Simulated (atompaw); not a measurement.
**u(r) = r·R(r): atom against pseudo-atom (La)**

Columns: radius, all-electron u(r) and pseudo u(r) of the 6s shell (level -20.32 eV) of lanthanum in the configuration [Kr] 4d10 4f0 5s2 5p6 5d0 6s0 6p0; PBE, scalar-relativistic, PAW (atompaw) scheme, atompaw 4.2.0.5.

| r (bohr) | all-electron | pseudo |
| --- | --- | --- |
| 0.115 | 0.0220 | -0.0572 |
| 0.231 | -0.1517 | -0.1125 |
| 0.346 | 0.0530 | -0.1627 |
| 0.462 | 0.2183 | -0.2064 |
| 0.577 | 0.2071 | -0.2411 |
| 0.692 | 0.0792 | -0.2656 |
| 0.808 | -0.0840 | -0.2787 |
| 0.923 | -0.2247 | -0.2795 |
| 1.038 | -0.3196 | -0.2676 |
| 1.154 | -0.3634 | -0.2429 |
| 1.269 | -0.3602 | -0.2064 |
| 1.385 | -0.3190 | -0.1585 |
| 1.500 | -0.2502 | -0.1013 |
| 1.615 | -0.1631 | -0.0362 |
| 1.731 | -0.0649 | 0.0356 |
| 1.846 | 0.0362 | 0.1105 |
| 1.962 | 0.1365 | 0.1876 |
| 2.077 | 0.2307 | 0.2632 |
| 2.192 | 0.3170 | 0.3359 |
| 2.308 | 0.3945 | 0.4042 |
| 2.423 | 0.4610 | 0.4653 |
| 2.538 | 0.5171 | 0.5186 |
| 2.654 | 0.5632 | 0.5636 |
| 2.769 | 0.5990 | 0.5991 |
| 2.885 | 0.6258 | 0.6258 |
| 3.000 | 0.6438 | 0.6438 |

Question: How many radial nodes do the two functions have?

Answer: The all-electron 6s function has n − l − 1 = 5 (the table is too coarse to show those close to the nucleus); the pseudo-wave has 1, since 1 lower shell of the same l stays in the valence.

Question: Is the pseudo-wave norm-conserving?

Answer: No, it belongs to a PAW set: the norm inside the radius is not constrained, and the difference is carried by the augmentation charge.
